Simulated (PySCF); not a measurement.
A GIAO shielding run with PySCF (density fitting, non-relativistic, gas phase) on `CC[C@@H](C)[C@H]1C=C(F)OC1`, C$_{8}$H$_{13}$FO:

```
{"job": {"kind": "nmr", "xc": "PBE0", "basis": "pcSseg-1"}, "charge": 0, "multiplicity": 1}
C      2.587384    -0.198052     0.520256
C      1.066748    -0.238801     0.618489
C      0.372498     0.070352    -0.712720
C      0.537197    -1.073921    -1.710470
C     -1.127783     0.376481    -0.507213
C     -1.824181    -0.605587     0.396987
C     -2.244003     0.055503     1.464030
F     -2.884301    -0.411751     2.528730
O     -2.009815     1.385613     1.492724
C     -1.388692     1.704405     0.246444
H      3.030354    -0.342041     1.502801
H      2.960701    -0.980780    -0.134492
H      2.920486     0.762573     0.132794
H      0.751735    -1.224259     0.966294
H      0.748351     0.488824     1.367601
H      0.828079     0.970041    -1.143809
H      0.098864    -1.988714    -1.319883
H      0.048544    -0.832060    -2.651985
H      1.588383    -1.256572    -1.913892
H     -1.600700     0.403417    -1.493946
H     -1.928184    -1.652541     0.207443
H     -0.468216     2.253380     0.458808
H     -2.068203     2.361474    -0.304915
```

Hardware: 1 thread of an x86-64 server CPU, shared host. The job also computes population analyses, field gradients, ring-centre shieldings.

Problem. How large is the calculation?

Solution. 78 electrons, 235 basis functions and 1212 auxiliary functions.

Problem. How long does it take?

Solution. 61 s of wall time, with 14 SCF cycles and 4 response iterations. Times on a shared host scatter by some tens of per cent.
